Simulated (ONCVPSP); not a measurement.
**What one change does to a pseudopotential (strontium, ONCV)**

strontium (Sr), optimised norm-conserving Vanderbilt (ONCV), made with ONCVPSP 4.0.1 (LDA (Perdew-Zunger), scalar-relativistic). Core [Ar] 3d10, reference 4s2 4p6 5s2. Waves: 4s+5s: rc 1.95 bohr, ncon 4, nbas 9, qcut 5.7 1/bohr, 2 projectors; 4p: rc 1.45 bohr, ncon 3, nbas 8, qcut 6.5 1/bohr, 2 projectors, debl 2.4 Ha; d scattering state at 0.09 Ha: rc 2.10 bohr, ncon 4, nbas 9, qcut 4.3 1/bohr, 2 projectors, debl 4 Ha. Local part: polynomial inside 1.35 bohr (lpopt 5, dvloc0 3 Ha). Core correction: Teter function, fcfact 5.75, rcfact 1.25.

In the d channel the program set the typed energies aside and used 0.050, 4.050 Ha.

All-electron outer shells of the reference configuration (LDA (Perdew-Zunger), scalar-relativistic, ld1.x):

```csv
shell,level (eV),outermost node (bohr),outermost maximum (bohr)
4s,-40.91,0.59,1.19
4p,-22.85,0.61,1.32
5s,-3.64,1.65,3.62
```

Change: p: qcut 9.

Cutoffs: the cutoffs (Ha) at which the residual kinetic energy of the hardest occupied pseudo-wave falls to 1 and 0.1 mHa per electron; they do not see the model core or the augmentation charge, which bear on the density cutoff. Errors are all-electron minus pseudo energies relative to the spin-unpolarised reference configuration.

Question: How do hardness, ghosts and transferability respond?

Answer: The potential gets harder (17 Ha and 24 Ha → 24 Ha and 29 Ha); the errors of the 4 common tests hardly move; neither file shows a bound ghost. The waves are optimised to have the least kinetic energy above qcut, so the cutoff follows it (qcut²/2 in Ha).

| quantity | base | changed |
| --- | --- | --- |
| cutoff, loose | 17 Ha | 24 Ha |
| cutoff, tight | 24 Ha | 29 Ha |
| loose cutoff by channel | s 12 Ha, p 17 Ha | s 12 Ha, p 24 Ha |
| bound ghosts | none | none |
| GHOST(+) flags under 300 eV | s at 171.0 eV | s at 171.0 eV |
| error for 4s2 4p6 5s1, meV [ΔE 6.06 eV] | -0.5 | -0.6 |
| error for 4s2 4p6 5s0, meV [ΔE 17.24 eV] | -2.6 | -2.8 |
| error for 4s2 4p6 5s1.5, meV [ΔE 2.41 eV] | -0.2 | -0.2 |
| error for 4s2 4p6 4d1 5s0, meV [ΔE 7.86 eV] | -6.6 | -6.4 |
| s: phases at 1.98 bohr within 0.05 rad from the reference energy up to (Ha; the scan ends near 5) | to the end of the scan | to the end of the scan |
| p: phases at 1.47 bohr within 0.05 rad from the reference energy up to (Ha; the scan ends near 5) | to the end of the scan | to the end of the scan |
| d: phases at 2.13 bohr within 0.05 rad from the reference energy up to (Ha; the scan ends near 5) | to the end of the scan | to the end of the scan |
| rms error of d²Exc/dni dnj with the model core, mHa | 0.48 | 0.56 |
